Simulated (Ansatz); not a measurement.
`[F][Sn]([SiH3])([Cl])[Cl]` → `[F][Sn][Cl]` + `[SiH3]Cl` at 500 K and 1 bar (stannylene formation by 1,1-elimination).

Computed with Ansatz on PBE0-D4/def2-TZVP structures; ΔE is electronic, products minus reactants. CCSD(T)/CBS is the MP2 limit (def2-TZVPP, def2-QZVPP) plus CCSD(T) − MP2 in def2-TZVPP, frozen cores. This one scheme is used for every species. Elements past krypton have def2 core potentials. For Sn outer-core shells are correlated without core-valence functions, which leaves a few kJ/mol of doubt a bond.

```csv
species,CCSD(T)/CBS energy (Eh),H − E (kJ/mol),S (J/(mol·K))
`[F][Sn]([SiH3])([Cl])[Cl]`,-1524.38995,129.7,483.0
`[F][Sn][Cl]`,-773.69640,30.5,327.7
`[SiH3]Cl`,-750.69636,92.3,281.7
```

H − E and S are ideal-gas, rigid-rotor, harmonic terms from PBE0-D4/def2-TZVP. 1 Eh = 2625.50 kJ/mol, R = 8.31446 J/(mol·K).

By hand: ΔE, ΔH, ΔS and ΔG.

ΔE = (-773.69640) + (-750.69636) − (-1524.38995) = -0.00281 Eh = -7.4 kJ/mol. Δ(H − E) = 30.5 + 92.3 − 129.7 = -6.9, so ΔH = -14.3 kJ/mol. ΔS = 327.7 + 281.7 − 483.0 = 126.4 J/(mol·K). ΔG = -14.3 − 500 × (126.4)/1000 = -77.5 kJ/mol.

By hand: the equilibrium constant, and the temperature at which ΔG would vanish if ΔH and ΔS stayed fixed.

log₁₀ K = −ΔG/(RT ln 10) = 8.1. ΔH and −TΔS have one sign here, so there is no such temperature.

The number of gas molecules changes by +1, which sets the sign of ΔS. A doubt of 5 kJ/mol in ΔE shifts log₁₀ K by 0.5 here. Modes under 60 cm⁻¹, often nearly free rotors, make the harmonic entropy too high. These are equilibria of isolated gas molecules and say nothing of rates. Largest T1 diagnostic: 0.016 (customary marks: 0.02 for closed shells, 0.045 for open ones).
